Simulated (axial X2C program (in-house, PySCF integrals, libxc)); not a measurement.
# Cl or N: which binds elements of chip processing more strongly?

Calculated with an in-house all-electron X2C program for linear molecules (integrals from PySCF), spin-free (one-electron X2C) or two-component (2c: spin–orbit coupling with atomic mean-field Coulomb and Gaunt terms, which also bring small scalar terms), in Dyall basis sets with cores contracted in-house; open shells are unrestricted.

Level PBE0, spin-free. Dyall triple-zeta sets: BCl v3z/av3z; BN v3z/av3z; GaCl cv3z/av3z; GaN cv3z/av3z; InCl cv3z/av3z; InN cv3z/av3z; SnCl cv3z/av3z; SnN cv3z/av3z; SbCl cv3z/av3z; SbN cv3z/av3z; TaCl cv3z/av3z; TaN cv3z/av3z.

Diatomic bonds are a first guide to the radicals met in plasma etching, cleaning and deposition, though surfaces and higher halides or oxides behave in their own way.

```
element M      state of MCl  Re MCl (Å)  D0 MCl (eV)       state of MN  Re MN (Å)  D0 MN (eV)
        B    M_S = 0, Λ = 0       1.720         5.23    M_S = 1, Λ = 1      1.315        4.59
       Ga    M_S = 0, Λ = 0       2.217         4.78    M_S = 1, Λ = 0      1.996        2.22
       In    M_S = 0, Λ = 0       2.418         4.54    M_S = 1, Λ = 0      2.210        1.89
       Sn  M_S = 1/2, Λ = 1       2.373         3.88  M_S = 1/2, Λ = 1      1.956        2.53
       Sb    M_S = 1, Λ = 0       2.344         3.17    M_S = 0, Λ = 0      1.803        3.13
       Ta    M_S = 2, Λ = 1       2.277         4.50    M_S = 0, Λ = 0      1.661        6.38
```

Task: Work out the energy at 0 K of MCl + N → MN + Cl for each element.

Result: ΔE = D0(MCl) − D0(MN) at PBE0, spin-free: B 0.64, Ga 2.56, In 2.65, Sn 1.35, Sb 0.04, Ta -1.88 eV (negative: the exchange gives off energy).

Task: For which element is the exchange to N most and for which least favourable, and what is the energy of TaCl + InN → TaN + InCl?

Result: Ta most (-1.88 eV), In least (2.65 eV; too close to rank against Ga). The atoms cancel in the double exchange: ΔE = -1.88 − (2.65) = -4.53 eV, a figure less sensitive to errors in the atoms than D0 itself.

Each entry is the lowest single determinant of a limited PBE0 search at one distance. D0 = De minus the zero-point energy; De goes to single-determinant-based atoms at the same level (for ions the charge split of lowest energy) and is withheld (n/a) where an atom does not fit its ground term or J level. Main or longest-lived isotopes. One determinant is a doubtful description, or other states lie close, for BN, GaN, InN, SnN, SbCl, TaCl, TaN; these need not be ground states, and all values refer to the states named. The functionals have no current term, which raises determinants with orbital currents. Spin-free values lack the spin–orbit lowering of the atoms, a third of the ²P splitting for halogens (0.036 eV for Cl, 0.152 eV for Br from NIST levels). These D0 were not checked against measured values; triple-zeta sets, frozen cores and single determinants leave errors of some tenths of an eV, more for transition metals.
